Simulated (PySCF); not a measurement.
**Worked example: chemical shift, span and skew from a shielding tensor**

Si(Me)(OH)(SeH)2 (CH6OSe2Si), SMILES C[Si](O)([SeH])[SeH]. Atoms are numbered in the order given.

```xyz
11

C      2.3597     0.2435    -0.0666
Si     0.5941    -0.2411    -0.3703
O      0.6197    -1.3381    -1.6182
Se    -0.5614     1.6841    -0.8284
Se    -0.4040    -1.3236     1.3876
H      2.4432     0.8852     0.8222
H      2.7649     0.7837    -0.9365
H      2.9638    -0.6621     0.0942
H     -0.2335    -1.6231    -1.9602
H     -1.8684     1.0469    -0.6091
H     -0.6788    -0.0700     2.1050
```
Charge 0, spin multiplicity 1.

Geometry: PBE0-D3(BJ)/def2-SVP. One conformer was computed; it need not be the lowest.

GIAO shieldings from KT2/pcSseg-1 in PySCF, non-relativistic, no solvent. The symmetric part of the tensor of Si2 has the principal values 264.2, 317.3, 373.9 ppm. The same nucleus in TMS has σ = 361.9 ppm at this level (PySCF, at its B3LYP-D3(BJ)/def2-TZVP geometry).

**Question.** Work out the isotropic shielding, the ²⁹Si shift against TMS, the span and the skew.

**Answer.** 
σ(iso) = (σ11 + σ22 + σ33)/3 = 318.5 ppm. δ = σ(ref) − σ(iso) = 361.9 − (318.5) = 43.4 ppm.
Span Ω = σ33 − σ11 = 109.7 ppm. Skew κ = 3(σ(iso) − σ22)/Ω = 0.03. Tumbling in solution averages the tensor to δ; in a static solid the shielding alone would spread this spin-1/2 line over Ω.
